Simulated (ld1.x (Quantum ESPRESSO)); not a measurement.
Transferability test, PAW potential for Pt

```json
{
 "Element": "platinum (Pt)",
 "Generator": "ld1.x (Quantum ESPRESSO) 7.5",
 "Type": "PAW",
 "Functional": "Wu–Cohen",
 "Relativity": "scalar-relativistic",
 "Frozen core": "[Xe] 4f14",
 "Valence charge": "10",
 "Reference configuration": "5d9 6s1 6p0",
 "Partial waves": "6s (bound): rcut 1.80, rcutus 2.35 bohr; 6s channel at 1.2 Ry: rcut 1.80, rcutus 2.35 bohr; 6p (bound, empty): rcut 2.95, rcutus 3.50 bohr; 6p channel at 0.95 Ry: rcut 2.95, rcutus 3.50 bohr; 5d (bound): rcut 2.05, rcutus 2.15 bohr; 5d channel at 0.1 Ry: rcut 2.05, rcutus 2.15 bohr; 5f channel at 0.4 Ry: rcut 2.80, rcutus 3.10 bohr",
 "Local potential": "all-electron potential smoothed inside 2.05 bohr (lloc = -1)",
 "Core correction": "a·sin(br)/r model core inside 1.65 bohr",
 "Augmentation charge": "PSQ, inside the norm-conserving radii"
}
```

Energies are relative to the spin-unpolarised reference configuration 5d9 6s1 6p0; without spin polarisation the order of configurations can differ from experiment.

```json
{"valence configuration": "5d9 6s0 6p0", "charge": "+1", "ΔE all-electron (eV)": "9.231", "error AE − PS (meV)": "-6.0"}
{"valence configuration": "5d8 6s0 6p0", "charge": "+2", "ΔE all-electron (eV)": "29.233", "error AE − PS (meV)": "-37"}
{"valence configuration": "5d7 6s0 6p0", "charge": "+3", "ΔE all-electron (eV)": "61.489", "error AE − PS (meV)": "-210"}
{"valence configuration": "5d8 6s1 6p0", "charge": "+1", "ΔE all-electron (eV)": "11.199", "error AE − PS (meV)": "-20"}
{"valence configuration": "5d9 6s0.5 6p0", "charge": "+0.5", "ΔE all-electron (eV)": "3.715", "error AE − PS (meV)": "-2.1"}
{"valence configuration": "5d9 6s0 6p1", "charge": "0", "ΔE all-electron (eV)": "5.185", "error AE − PS (meV)": "-2.2"}
{"valence configuration": "5d10 6s0 6p0", "charge": "0", "ΔE all-electron (eV)": "-0.005", "error AE − PS (meV)": "-19"}
```
